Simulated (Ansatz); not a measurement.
Consider the ligand exchange at the Si–C bond: `CC[Si]C` + dimethylamine → `C[Si]N(C)C` + ethane.

Calculated with Ansatz (gas phase, PBE0-D4/def2-TZVP geometries, no zero-point term in ΔE). CBS: MP2 limit from def2 TZ/QZ plus the TZ coupled-cluster correction, frozen cores. This one scheme is used for every species. DFT in def2-TZVPP. B3LYP here is the variant with VWN-RPA as its local correlation; programs differ in this. HSE06 is defined as in plane-wave codes. One conformer a species, not always the lowest.

```json
{"level": "LDA (SPW92)", "ΔE (kJ/mol)": "-146.0", "difference from CCSD(T)/CBS": "-5.6"}
{"level": "PBE-D4", "ΔE (kJ/mol)": "-140.3", "difference from CCSD(T)/CBS": "0.1"}
{"level": "BLYP-D4", "ΔE (kJ/mol)": "-146.1", "difference from CCSD(T)/CBS": "-5.7"}
{"level": "r2SCAN-D4", "ΔE (kJ/mol)": "-144.5", "difference from CCSD(T)/CBS": "-4.1"}
{"level": "B97M-V", "ΔE (kJ/mol)": "-141.6", "difference from CCSD(T)/CBS": "-1.2"}
{"level": "PBE0-D4", "ΔE (kJ/mol)": "-137.9", "difference from CCSD(T)/CBS": "2.5"}
{"level": "B3LYP-D4", "ΔE (kJ/mol)": "-143.7", "difference from CCSD(T)/CBS": "-3.3"}
{"level": "r2SCANh-D4", "ΔE (kJ/mol)": "-143.0", "difference from CCSD(T)/CBS": "-2.6"}
{"level": "r2SCAN0-D4", "ΔE (kJ/mol)": "-141.1", "difference from CCSD(T)/CBS": "-0.7"}
{"level": "HSE06-D4", "ΔE (kJ/mol)": "-137.9", "difference from CCSD(T)/CBS": "2.5"}
{"level": "BHLYP-D4", "ΔE (kJ/mol)": "-141.6", "difference from CCSD(T)/CBS": "-1.2"}
{"level": "CAM-B3LYP-D4", "ΔE (kJ/mol)": "-143.2", "difference from CCSD(T)/CBS": "-2.8"}
{"level": "ωB97M-V", "ΔE (kJ/mol)": "-138.7", "difference from CCSD(T)/CBS": "1.7"}
{"level": "B2PLYP", "ΔE (kJ/mol)": "-143.9", "difference from CCSD(T)/CBS": "-3.5"}
{"level": "PBE-QIDH", "ΔE (kJ/mol)": "-140.7", "difference from CCSD(T)/CBS": "-0.3"}
{"level": "PBE", "ΔE (kJ/mol)": "-138.0", "difference from CCSD(T)/CBS": "2.4"}
{"level": "revPBE", "ΔE (kJ/mol)": "-134.4", "difference from CCSD(T)/CBS": "6.0"}
{"level": "BLYP", "ΔE (kJ/mol)": "-141.2", "difference from CCSD(T)/CBS": "-0.8"}
{"level": "r2SCAN", "ΔE (kJ/mol)": "-143.8", "difference from CCSD(T)/CBS": "-3.4"}
{"level": "PBE0", "ΔE (kJ/mol)": "-135.9", "difference from CCSD(T)/CBS": "4.5"}
{"level": "B3LYP", "ΔE (kJ/mol)": "-140.0", "difference from CCSD(T)/CBS": "0.4"}
{"level": "r2SCANh", "ΔE (kJ/mol)": "-142.3", "difference from CCSD(T)/CBS": "-1.9"}
{"level": "r2SCAN0", "ΔE (kJ/mol)": "-140.3", "difference from CCSD(T)/CBS": "0.1"}
{"level": "HSE06", "ΔE (kJ/mol)": "-135.9", "difference from CCSD(T)/CBS": "4.5"}
{"level": "BHLYP", "ΔE (kJ/mol)": "-138.5", "difference from CCSD(T)/CBS": "1.9"}
{"level": "CAM-B3LYP", "ΔE (kJ/mol)": "-141.1", "difference from CCSD(T)/CBS": "-0.7"}
{"level": "RPA@PBE/def2-TZVPP", "ΔE (kJ/mol)": "-140.3", "difference from CCSD(T)/CBS": "0.1"}
{"level": "HF/def2-SVP", "ΔE (kJ/mol)": "-130.8", "difference from CCSD(T)/CBS": "9.6"}
{"level": "MP2/def2-SVP", "ΔE (kJ/mol)": "-149.3", "difference from CCSD(T)/CBS": "-8.9"}
{"level": "CCSD/def2-SVP", "ΔE (kJ/mol)": "-140.9", "difference from CCSD(T)/CBS": "-0.5"}
{"level": "CCSD(T)/def2-SVP", "ΔE (kJ/mol)": "-144.5", "difference from CCSD(T)/CBS": "-4.1"}
{"level": "HF/def2-TZVPP", "ΔE (kJ/mol)": "-131.9", "difference from CCSD(T)/CBS": "8.5"}
{"level": "SCS-MP2/def2-TZVPP", "ΔE (kJ/mol)": "-145.6", "difference from CCSD(T)/CBS": "-5.2"}
{"level": "CCSD(T)/def2-TZVPP", "ΔE (kJ/mol)": "-141.8", "difference from CCSD(T)/CBS": "-1.4"}
{"level": "HF/def2-QZVPP", "ΔE (kJ/mol)": "-132.2", "difference from CCSD(T)/CBS": "8.2"}
{"level": "MP2/def2-QZVPP", "ΔE (kJ/mol)": "-147.4", "difference from CCSD(T)/CBS": "-7.0"}
{"level": "SCS-MP2/def2-QZVPP", "ΔE (kJ/mol)": "-144.8", "difference from CCSD(T)/CBS": "-4.4"}
{"level": "HF/CBS(def2)", "ΔE (kJ/mol)": "-132.3", "difference from CCSD(T)/CBS": "8.1"}
{"level": "MP2/CBS(def2)", "ΔE (kJ/mol)": "-146.7", "difference from CCSD(T)/CBS": "-6.3"}
{"level": "CCSD/CBS(def2)", "ΔE (kJ/mol)": "-137.0", "difference from CCSD(T)/CBS": "3.4"}
{"level": "CCSD(T)/CBS", "ΔE (kJ/mol)": "-140.4", "difference from CCSD(T)/CBS": "0"}
```

Largest T1 diagnostic among the species: 0.014.

From r2SCAN to r2SCAN0 (25 % exact exchange), in def2-TZVPP and without D4, ΔE moves by +3.4 kJ/mol. Leaving LDA and LC-ωPBE aside and taking each functional with its dispersion term where it has one, the values spread over 8.2 kJ/mol, from BLYP-D4 to HSE06-D4. LDA lies −8.0 kJ/mol from PBE without D4.
